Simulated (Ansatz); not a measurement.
```yaml
crystal:
  periodic: [false, false, false]
  atoms:
    - {symbol: Cl, position_ang: [-0.905120, 0.273743, -0.474600]}
    - {symbol: Zn, position_ang: [0.934520, -0.333943, 0.478600]}
basis:
  gaussian: {orbitals: LANL2DZ, fitting: {mean_field: cc-pVTZ-jkfit}}
magnetization: {spin_polarized: true, initial_magnetization: 1}
hamiltonian: {xc: {name: rPW86-PBE}, dispersion: d3bjatm}
output: {forces: true}
```

```sh
$ ansatz run in.yaml --threads 2 --pin off --events-out ev --progress --plain --max-ram 32768MiB --backend cpu
```

Question: How does Ansatz answer? (Best estimate.)

Answer: The calculation gave: The program refused the input.
```
Error: <dir> can't be read: No such file or directory (os error 2)
```
